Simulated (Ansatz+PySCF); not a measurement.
A calculation with PySCF 2.14.0.

```python
from pyscf import gto, scf, mp

mol = gto.M(atom="""
H 0.564010 0.000000 0.000000
H -0.282010 0.488450 0.000000
H -0.282010 -0.488450 0.000000
""", basis='def2-svp', charge=1, spin=0)
mf = scf.RHF(mol)
mf.kernel()
pt = mp.MP2(mf, frozen=None).run()
print(mf.e_tot, pt.e_corr, pt.e_tot)
```

The script is written out from the run's settings.

The run gave:

```json
{"Converged": "yes", "Reference energy": "-1.28808 hartree", "Correlation energy": "-0.03036 hartree", "Total energy": "-1.31844 hartree"}
```

Caution: bonds are stretched, where a single reference can fail.
